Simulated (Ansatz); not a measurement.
One change: `C[SiH2][SiH](F)Cl` becomes `O[SiH2][SiH](F)Cl`.

Ansatz, PBE0-D4/def2-TZVP geometries, multiplicity 1. Each molecule was computed in one conformer, which needn't be the lowest.

| property | `C[SiH2][SiH](F)Cl` |
| --- | --- |
| HOMO–LUMO gap (ωB97M-V/def2-TZVPP) / eV | 11.41 |
| HOMO–LUMO gap (B3LYP/def2-TZVPP) / eV | 7.26 |
| LUMO energy (PBE/def2-TZVPP) / eV | -1.32 |
| HOMO–LUMO gap (PBE0/def2-TZVPP) / eV | 7.63 |
| size of the dipole moment (ωB97M-V/def2-TZVPP) / D | 1.79 |
| size of the dipole moment (PBE/def2-TZVPP) / D | 1.71 |

(1) What does the change do to each property? (An estimate is asked.)

Answers

(1) The calculation gave: 
```tsv
property	`O[SiH2][SiH](F)Cl`	shift
HOMO–LUMO gap (ωB97M-V/def2-TZVPP) / eV	10.87	-0.54
HOMO–LUMO gap (B3LYP/def2-TZVPP) / eV	6.67	-0.59
LUMO energy (PBE/def2-TZVPP) / eV	-1.90	-0.58
HOMO–LUMO gap (PBE0/def2-TZVPP) / eV	7.03	-0.60
size of the dipole moment (ωB97M-V/def2-TZVPP) / D	0.71	-1.08
size of the dipole moment (PBE/def2-TZVPP) / D	0.73	-0.98
```

Dipoles are sizes alone; their direction can turn.

B3LYP here is the variant with VWN-RPA as its local correlation; programs differ in this.
